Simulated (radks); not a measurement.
Results of a calculation; reference values are marked as such.
Species: Pm11+. Configuration: [Kr] 4d10 4f2 5s2.

Code: a radial shooting solver on a logarithmic mesh with Libxc functionals. Model: Dirac Kohn-Sham, LB94 model potential, spin-unpolarised, spherical densities, finite nucleus; open shells fill j = l - 1/2 first; Fermi nuclear charge, rms radius 4.962 fm.

Energy parts (hartree):
| part | energy |
|---|---|
| kinetic | 10836.7171 |
| electron-nucleus | -24125.5422 |
| Hartree | 3518.4248 |
(The LB94 potential has no energy functional, so no total or exchange-correlation energy is given.)

Orbitals (lengths in bohr, moments of r in powers of bohr; r(90%) holds 90 % of the orbital's charge):
| orbital | occ. | eigenvalue (hartree) | <r^2> | r(90%) | <r> |
|---|---|---|---|---|---|
| 1s1/2 | 2 | -1667.004 | 0.0007296 | 0.0418 | 0.02315 |
| 2s1/2 | 2 | -277.7844 | 0.01145 | 0.153 | 0.09827 |
| 2p1/2 | 2 | -263.7437 | 0.008345 | 0.135 | 0.08223 |
| 2p3/2 | 4 | -242.9602 | 0.009590 | 0.144 | 0.08875 |
| 3s1/2 | 2 | -66.79512 | 0.07711 | 0.381 | 0.2597 |
| 3p1/2 | 2 | -60.70096 | 0.07214 | 0.374 | 0.2492 |
| 3p3/2 | 4 | -56.53298 | 0.07931 | 0.391 | 0.2617 |
| 3d3/2 | 4 | -45.87327 | 0.06399 | 0.364 | 0.2331 |
| 3d5/2 | 6 | -44.96631 | 0.06601 | 0.369 | 0.2370 |
| 4s1/2 | 2 | -19.04013 | 0.3893 | 0.843 | 0.5875 |
| 4p1/2 | 2 | -16.71633 | 0.4093 | 0.872 | 0.6002 |
| 4p3/2 | 4 | -15.78027 | 0.4467 | 0.910 | 0.6275 |
| 4d3/2 | 4 | -11.92279 | 0.5027 | 0.984 | 0.6604 |
| 4d5/2 | 6 | -11.74945 | 0.5161 | 0.997 | 0.6693 |
| 4f5/2 | 2 | -7.18918 | 0.6679 | 1.19 | 0.7496 |
| 4f7/2 | 0 | -7.16155 | 0.6750 | 1.19 | 0.7538 |
| 5s1/2 | 2 | -7.81320 | 1.656 | 1.71 | 1.220 |

The highest occupied level is 4f5/2 at -195.63 eV. The electron density at the nucleus is 4.93e+05 e/bohr^3.
